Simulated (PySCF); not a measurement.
Predicted microwave data (wB97X-D/def2-SVPD in PySCF (dipole) on a GFN2-xTB geometry, gas phase) for one isomer of C3H7FOSi:

| Quantity | Value |
| --- | --- |
| Rotational constants | A = 6653, B = 1376, C = 1369 MHz |
| Dipole components | \|μa\| = 0.71 D, \|μb\| = 1.37 D, \|μc\| = 0.42 D |
| Inertial defect | -73.97 u·Å² |
| κ | -1.00 |

Question: Which candidate fits, each taken in the one conformer that was computed?
A. `[O:1]=[CH:2][C@H:3]([SiH3:4])[CH2:5][F:6]` with O1–C2–C3–Si4 100°, C2–C3–C5–F6 159°
B. `[F:1][CH2:2][C@H:3]1[CH2:4][SiH2:5][O:6]1` with F1–C2–C3–C4 71°
C. `C[C@@H]1CO[Si@H]1F`
D. `[CH2:1]=[CH:2][CH2:3][O:4][SiH2:5][F:6]` with C1–C2–C3–O4 1°, C2–C3–O4–Si5 -148°, C3–O4–Si5–F6 54°
E. `C[Si@@H]1OC[C@H]1F`
F. `C[C@@H]1CO[Si@@H]1F`

Answer: D. It is C=CCO[SiH2]F, a near-prolate asymmetric top, point group C1. The candidates at the same level (rigid rotor, commonest isotopes):

```json
{"SMILES": "O=C[C@H]([SiH3])CF", "A (MHz)": "3305", "B (MHz)": "2346", "C (MHz)": "1537", "μa (D)": "0.54", "μb (D)": "1.15", "μc (D)": "1.95", "Δ (u·Å²)": "-39.46", "point group": "C1", "rotor": "asymmetric top"}
{"SMILES": "FC[C@H]1C[SiH2]O1", "A (MHz)": "7603", "B (MHz)": "1702", "C (MHz)": "1539", "μa (D)": "1.56", "μb (D)": "0.75", "μc (D)": "0.40", "Δ (u·Å²)": "-34.93", "point group": "C1", "rotor": "near-prolate asymmetric top"}
{"SMILES": "C=CCO[SiH2]F", "A (MHz)": "6653", "B (MHz)": "1376", "C (MHz)": "1369", "μa (D)": "0.71", "μb (D)": "1.37", "μc (D)": "0.42", "Δ (u·Å²)": "-73.97", "point group": "C1", "rotor": "near-prolate asymmetric top"}
{"SMILES": "C[Si@@H]1OC[C@H]1F", "A (MHz)": "4720", "B (MHz)": "2201", "C (MHz)": "1742", "μa (D)": "1.58", "μb (D)": "0.61", "μc (D)": "1.19", "Δ (u·Å²)": "-46.47", "point group": "C1", "rotor": "asymmetric top"}
{"SMILES": "C[C@@H]1CO[Si@H]1F", "A (MHz)": "4835", "B (MHz)": "2311", "C (MHz)": "1813", "μa (D)": "2.43", "μb (D)": "1.05", "μc (D)": "0.19", "Δ (u·Å²)": "-44.52", "point group": "C1", "rotor": "asymmetric top"}
{"SMILES": "C[C@@H]1CO[Si@@H]1F", "A (MHz)": "4037", "B (MHz)": "2777", "C (MHz)": "1967", "μa (D)": "1.97", "μb (D)": "0.42", "μc (D)": "1.59", "Δ (u·Å²)": "-50.29", "point group": "C1", "rotor": "asymmetric top"}
```

`C[C@@H]1CO[Si@@H]1F` has B 102 % too high; `FC[C@H]1C[SiH2]O1` has B 24 % too high; `O=C[C@H]([SiH3])CF` has B 70 % too high; `C[C@@H]1CO[Si@H]1F` has B 68 % too high; `C[Si@@H]1OC[C@H]1F` has B 60 % too high. No structure here is proved a minimum.
